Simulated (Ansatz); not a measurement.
Reaction (isomerisation): `C=C[O][SnH3]` → `C[CH2][Sn][OH]`

Computed with Ansatz on PBE0-D4/def2-TZVP structures; ΔE is electronic, products minus reactants. CBS: MP2 limit from def2 TZ/QZ plus the TZ coupled-cluster correction, frozen cores. Functionals use def2-TZVPP. Elements past krypton have def2 core potentials. For Sn outer-core shells are correlated without core-valence functions, which leaves a few kJ/mol of doubt a bond. One conformer a species, not always the lowest.

`C=C[O][SnH3]`:

Z-matrix (Å, degrees):
```
Sn
O 1 1.991
H 1 1.702 2 107.7
H 1 1.702 2 107.6 3 121.5
H 1 1.697 2 100.8 3 -119.2
C 2 1.336 1 122.2 3 -60.8
C 6 1.332 2 128.3 1 0.1
H 6 1.090 2 111.6 1 -179.9
H 7 1.081 6 119.8 2 180.0
H 7 1.086 6 123.0 2 -0.0
```

`C[CH2][Sn][OH]`:

```xyz
10

C     0.774    0.486   -0.401
C    -0.143   -0.681   -0.725
Sn   -1.705   -1.168    0.762
O    -1.246    0.261    2.059
H     1.330    0.320    0.527
H     1.518    0.662   -1.185
H     0.217    1.421   -0.284
H     0.432   -1.603   -0.875
H    -0.670   -0.515   -1.674
H    -0.507    0.817    1.796
```

Task: Is it downhill or uphill in electronic energy at CCSD(T)/CBS, and by how much? (An estimate is asked.)

Result: Ansatz gave: Downhill: ΔE = -1.74 eV.

Task: What do these levels give: r2SCAN-D4, PBE0-D4, ωB97X-V, ωB97M-V, B2PLYP, HF/def2-TZVPP, MP2/def2-TZVPP, CCSD/def2-TZVPP, CCSD(T)/def2-TZVPP, HF/def2-QZVPP, MP2/def2-QZVPP, SCS-MP2/def2-QZVPP? (Estimate.)

Result: Computed: r2SCAN-D4 -1.64, PBE0-D4 -1.72, ωB97X-V -1.58, ωB97M-V -1.65, B2PLYP -1.74, HF/def2-TZVPP -1.34, MP2/def2-TZVPP -1.84, CCSD/def2-TZVPP -1.63, CCSD(T)/def2-TZVPP -1.62, HF/def2-QZVPP -1.35, MP2/def2-QZVPP -1.91, SCS-MP2/def2-QZVPP -1.81 eV.

Largest T1 diagnostic among the species: 0.016.

In def2-TZVPP, CCSD(T) changes the Hartree–Fock value by −0.27 eV (the triples alone add +0.01 eV) and MP2 by −0.50 eV. From PBE to PBE0 (25 % exact exchange), in def2-TZVPP and without D4, ΔE moves by +0.06 eV.
